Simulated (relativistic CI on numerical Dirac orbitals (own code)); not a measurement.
**Hyperfine structure of Cr3+, mass number 53**

Computed by Dirac-Coulomb-Breit CI, KLI orbitals optimised for each configuration, model QED, valence Slater integrals scaled by 0.85, P86 correlation energy added to each configuration (own radial code, finite nucleus).

Configurations in the expansion (outside the closed core [Ne] 3s2): 3p6 3d3, 3p6 3d2 4s, 3p6 3d2 4p, 3p5 3d4, 3p6 3d2 4d, 3p6 3d2 5s, 3p6 3d2 5p, 3p6 3d2 4f, 3p6 3d2 5d, 3p6 3d 4s 4p, 3p6 3d2 5f, 3p6 3d2 5g, 3p6 3d 4s2, 3p6 4s2 4p, 3p6 4s2 4d, 3p6 4s2 5s, 3p6 4s2 5p, 3p6 3d 4p2, 3p6 4s 4p2, 3p6 4p3, 3p6 4p2 4d, 3p6 4p2 5s, 3p6 4p2 5p, 3p6 3d 4s 4d, 3p6 4s 4p 4d, 3p6 4s 4d2, 3p6 4s 4d 5s, 3p6 4s 4d 5p. Double excitations out of closed p, d and f shells are left out; levels of such configurations are missing from the list, as are those of other unlisted configurations, and high levels can miss mixing partners.

Nuclear spin I = 3/2, μ = -0.47431 μN, Q = -0.15 b (tables of Stone and Pyykkö). The electronic factors are computed for point nuclear moments, without core polarisation; leaving it out makes A of s and p electrons in near-neutral atoms 20 to 40 % too small, and it can dominate for d and f shells.

```json
{"Level": "3p6 3d3 4F_3/2", "E (cm⁻¹)": "0.0", "A (MHz)": "-178.8", "B (MHz)": "19.2"}
{"Level": "3p6 3d3 4F_5/2", "E (cm⁻¹)": "220.4", "A (MHz)": "-110", "B (MHz)": "19"}
{"Level": "3p6 3d3 4F_7/2", "E (cm⁻¹)": "517.7", "A (MHz)": "-90.18", "B (MHz)": "26.8"}
{"Level": "3p6 3d3 4F_9/2", "E (cm⁻¹)": "882.7", "A (MHz)": "-84.95", "B (MHz)": "39.8"}
{"Level": "3p6 3d3 4P_1/2", "E (cm⁻¹)": "15076.0", "A (MHz)": "111.7", "B (MHz)": ""}
{"Level": "3p6 3d3 4P_3/2", "E (cm⁻¹)": "15187.6", "A (MHz)": "-71.99", "B (MHz)": "44.8"}
{"Level": "3p6 3d3 2G_7/2", "E (cm⁻¹)": "15284.5", "A (MHz)": "-135.8", "B (MHz)": "-29.9"}
{"Level": "3p6 3d3 4P_5/2", "E (cm⁻¹)": "15466.6", "A (MHz)": "-38.25", "B (MHz)": "-56.1"}
```

Levels with J = 0, under 50 % of one LS term, or S terms without an open s electron are left out. Small factors come from cancelling terms and can be off by tens of per cent or more.

Correlation outside the listed configurations is missing or only estimated: errors of thousands of cm⁻¹ between configurations and terms are usual at this charge. Rates and lifetimes follow the computed energies and can be off by large factors. The fine structure of a lone outer electron comes out too small, for d and f at times inverted, and misplaced configurations move strength between like terms. 66 of the 66 excited levels that our extract of the measured tables holds in this range could be paired (the sources list more); they are missed by 2003 cm⁻¹ on average and 3618 at most, and levels without a partner can miss by more. Some levels of the ground configuration have no partner and can miss by 10 % or more.

(1) Give the hyperfine levels of 3p6 3d3 4F_3/2 relative to its centre of gravity.

Results:

(1) With K = F(F + 1) − I(I + 1) − J(J + 1), E = AK/2 + B[¾K(K + 1) − I(I + 1)J(J + 1)]/[2I(2I − 1)J(2J − 1)]: F = 0: 694.4, F = 1: 496.5, F = 2: 119.7, F = 3: -397.5 MHz.
